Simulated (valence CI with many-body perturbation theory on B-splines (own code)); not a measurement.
Results of a calculation; reference values are marked as such.
# Cu XXIV: what the settings do

Level of theory: valence CI with perturbative core correlation (CI+MBPT): four valence electrons over a frozen Dirac-Fock core [He], radial functions for each j: 6 s, 6 p, 5 d, 3 f, 1 g, with the one-electron correlation potential Σ1 (screened to all orders), the two-electron term Σ2, the three-electron term Σ3, Breit, model QED; selected single and double excitations, second order for the rest, scaled by the run's own slope (own B-spline code, finite nucleus).

No measured spectrum was set against this ion. As an estimate, levels of excited configurations hold to 0.05 to 0.15 % of their energy, terms of the ground configuration to about 0.5 %.

The reference run has the lowest level 2s²2p² ³P_0 and an ionisation energy of 2182.48 eV. Its largest variational space holds 11432 state functions.

Names give the largest LS component (configuration and term), which can be under half, so a name can repeat, a term be missing and a line seem to break the LS rules; names also repeat where a configuration has a term twice.

Changed runs:
A. correlating orbitals by l 3 3 3 2 1 → 5 4 3 1 0
B. selection threshold (hartree) 2e-08 → 1e-06
C. highest l with Σ1, explicit Σ2 and valence Breit (higher l get mean screening factors) 3 → 0
D. box radius (bohr) 2.432 → 1.18 (bad on purpose)

Excitation energies of the reference run in cm⁻¹, and shifts in cm⁻¹:

```csv
Level,Reference,A,B,C,D
2s²2p² ³P_1,131990,-51,-0.8,-1072,+2.2
2s²2p² ³P_2,188446,+56,-0.6,+2109,+3.1
2s²2p² ¹D_2,373679,+154,-0.4,-596,+4.3
2s²2p² ¹S_0,520641,+280,0,-4686,+3.3
2s2p³ ⁵S°_2,642195,-402,0,+750,+32
2s2p³ ³D°_1,958480,+233,0,-566,+26
2s2p³ ³D°_2,968552,+193,0,-463,+26
2s2p³ ³D°_3,1018830,+190,-1.7,+3804,+25
2s2p³ ³P°_0,1148150,+282,0,-3592,+30
2s2p³ ³P°_1,1165040,+265,0,-1801,+29
2s2p³ ³P°_2,1196420,+279,+0.1,-218,+28
2s2p³ ³S°_1,1336900,+367,+0.1,+1668,+25
Ionisation energy (eV),2182.48,-0.043,0,+0.48,+0.00069
```
